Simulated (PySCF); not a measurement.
CH₂I₂. Atoms are numbered in the order given.

```xyz
5

I     -1.8115     0.0000     0.0904
C      0.0000     0.0000    -1.0433
I      1.8115     0.0000     0.0904
H      0.0000     0.9029    -1.6617
H      0.0000    -0.9029    -1.6617
```

The structure is a stationary point at PBE0-D3(BJ)/def2-SVP. The def2 effective core potentials stand for the cores of I; spin–orbit coupling is left out.

Computed with M06-2X/def2-TZVPD (PySCF).

Symmetry labels are those of the subgroup C2v that the program uses (full group C2v).

Computed valence orbital energies around the gap with their symmetry:
```
orbital  symmetry  energy (eV)
-------  --------  -----------
HOMO−7         A1       -19.41
HOMO−6         B2       -14.68
HOMO−5         A1       -12.54
HOMO−4         B1       -11.72
HOMO−3         A1        -9.07
HOMO−2         A2        -8.97
HOMO−1         B2        -8.77
HOMO           B1        -8.52
LUMO           A1        -1.24
LUMO+1         B1        -0.05
LUMO+2         A1         0.45
LUMO+3         B2         0.49
```
